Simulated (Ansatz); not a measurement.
Computed with Ansatz on PBE0-D4/def2-TZVP structures; ΔE is electronic, products minus reactants. CCSD(T)/CBS adds triple-zeta CCSD(T) − MP2 to the extrapolated MP2 energy (def2 sets, frozen cores). This one scheme is used for every species. Functionals use def2-TZVPP. HSE06 is defined as in plane-wave codes. One conformer a species, not always the lowest.

Reaction (substitution at a C–C bond): `CC(C)CC(C)(C)C` + `CB(O)O` → `COB(C)O` + `CCCC(C)(C)C`

```json
{"level": "PBE-D4", "ΔE (kJ/mol)": "33.8", "difference from CCSD(T)/CBS": "-5.6"}
{"level": "revPBE-D4", "ΔE (kJ/mol)": "35.5", "difference from CCSD(T)/CBS": "-3.9"}
{"level": "CAM-B3LYP-D4", "ΔE (kJ/mol)": "29.2", "difference from CCSD(T)/CBS": "-10.2"}
{"level": "BLYP", "ΔE (kJ/mol)": "20.1", "difference from CCSD(T)/CBS": "-19.3"}
{"level": "HSE06", "ΔE (kJ/mol)": "30.8", "difference from CCSD(T)/CBS": "-8.6"}
{"level": "RPA@PBE/def2-TZVPP", "ΔE (kJ/mol)": "33.6", "difference from CCSD(T)/CBS": "-5.8"}
{"level": "MP2/def2-SVP", "ΔE (kJ/mol)": "38.7", "difference from CCSD(T)/CBS": "-0.7"}
{"level": "CCSD(T)/def2-SVP", "ΔE (kJ/mol)": "32.0", "difference from CCSD(T)/CBS": "-7.4"}
{"level": "MP2/def2-TZVPP", "ΔE (kJ/mol)": "44.6", "difference from CCSD(T)/CBS": "5.2"}
{"level": "MP2/def2-QZVPP", "ΔE (kJ/mol)": "45.2", "difference from CCSD(T)/CBS": "5.8"}
{"level": "CCSD(T)/CBS", "ΔE (kJ/mol)": "39.4", "difference from CCSD(T)/CBS": "0"}
```

Largest T1 diagnostic among the species: 0.012.

Leaving LDA and LC-ωPBE aside and taking each functional with its dispersion term where it has one, the values, not all of them listed here, spread over 8.4 kJ/mol, from BLYP-D4 to PBE-QIDH. LDA lies +8.5 kJ/mol from PBE without D4. From BLYP to BHLYP (50 % exact exchange), in def2-TZVPP and without D4, ΔE moves by +4.0 kJ/mol. At CCSD(T), def2-SVP lies −7.4 kJ/mol from the extrapolated value and def2-TZVPP −1.2 kJ/mol.
